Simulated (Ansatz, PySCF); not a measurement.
Ansatz (an electronic-structure program) was given this input:
Ansatz 0.2 input:
```yaml
crystal:
  periodic: [false, false, false]
  atoms:
    - {symbol: In, position_ang: [0.00000000, 0.00000000, 0.00000000]}
    - {symbol: C, position_ang: [1.76799887, 0.26458391, -1.43355759]}
    - {symbol: H, position_ang: [2.41242023, -0.60590237, -1.30508096]}
    - {symbol: H, position_ang: [2.27064356, 1.18959701, -1.14854782]}
    - {symbol: H, position_ang: [1.35310159, 0.31962734, -2.44071297]}
    - {symbol: C, position_ang: [-1.76799887, -0.26458391, 1.43355759]}
    - {symbol: H, position_ang: [-2.25762428, -1.20072172, 1.16255120]}
    - {symbol: H, position_ang: [-2.42355682, 0.59505423, 1.28934408]}
    - {symbol: H, position_ang: [-1.35498428, -0.29765450, 2.44244647]}
basis:
  gaussian:
    orbitals: STO-3G
hamiltonian:
  xc: hf
total_charge: 1
accuracy: high
```

**Question.** Write the same job for PySCF.

**Answer.** Several could match; the one computed here: 
```python
from pyscf import gto, scf

mol = gto.Mole()
mol.atom = '''
    In    0.00000000    0.00000000    0.00000000
    C     1.76799887    0.26458391   -1.43355759
    H     2.41242023   -0.60590237   -1.30508096
    H     2.27064356    1.18959701   -1.14854782
    H     1.35310159    0.31962734   -2.44071297
    C    -1.76799887   -0.26458391    1.43355759
    H    -2.25762428   -1.20072172    1.16255120
    H    -2.42355682    0.59505423    1.28934408
    H    -1.35498428   -0.29765450    2.44244647
'''
mol.basis = 'sto-3g'
mol.charge = 1
mol.verbose = 4
mol.build()

mf = scf.RHF(mol)
mf.kernel()
```

Both were run: Ansatz gave -5761.027690 Eh and PySCF -5761.027690 Eh, 0.000 mEh apart.
